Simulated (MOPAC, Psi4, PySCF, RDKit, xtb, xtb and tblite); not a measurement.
Two geometries of SMILES SC[SiH2][SeH], relaxed at GFN2-xTB with one dihedral held; other torsions can differ between them too.

Structure A

```
10

S     -2.2102    -1.1171    -0.1841
C     -0.4026    -0.8719    -0.2003
Si     0.1684     0.9591    -0.2336
Se    -1.3704     2.2465     0.8269
H     -2.4611    -0.5059    -1.3422
H     -0.0013    -1.4253    -1.0454
H     -0.0631    -1.3603     0.7108
H      1.4499     1.0662     0.4535
H      0.2437     1.3794    -1.6338
H     -2.3342     1.1801     0.9349
```

Structure B

```
10

S     -2.5917     2.2084    -0.7453
C     -0.9460     1.8974    -1.4690
Si     0.1164     0.9072    -0.2472
Se     2.1193     0.6120    -1.3062
H     -2.1727     2.9445     0.2817
H     -0.5108     2.8535    -1.7560
H     -1.1436     1.3319    -2.3780
H      0.3300     1.6861     0.9741
H     -0.4965    -0.3853     0.0412
H      2.7273    -0.1014    -0.2240
```

Q: Which is lower in energy at the level DF-MP2 (frozen core)/cc-pVTZ // GFN2-xTB in Psi4, and by how much?

A: B is lower, by 8.05 kJ/mol (dihedral S1–C2–Si3–Se4: 30° in A, 180° in B).

E(B) − E(A) in kJ/mol at the other levels, on the same two geometries: GFN2-xTB (xtb and tblite) -3.10; PBE/def2-TZVP // GFN2-xTB (Psi4) -6.63; PBE-D3(BJ)/def2-TZVP // GFN2-xTB (Psi4) -4.40; HF/cc-pVTZ // GFN2-xTB (Psi4) -19.22; UFF // GFN2-xTB (RDKit) -17.84; PM6, restricted, heats of formation // GFN2-xTB (MOPAC) -19.37; PM7, restricted, heats of formation // GFN2-xTB (MOPAC) -21.68; GFN1-xTB // GFN2-xTB (xtb) -7.71; restricted B3LYP/6-31G*, spherical d, density fitting // GFN2-xTB (PySCF) -10.90; restricted Hartree-Fock/3-21G // GFN2-xTB (PySCF) -15.95.
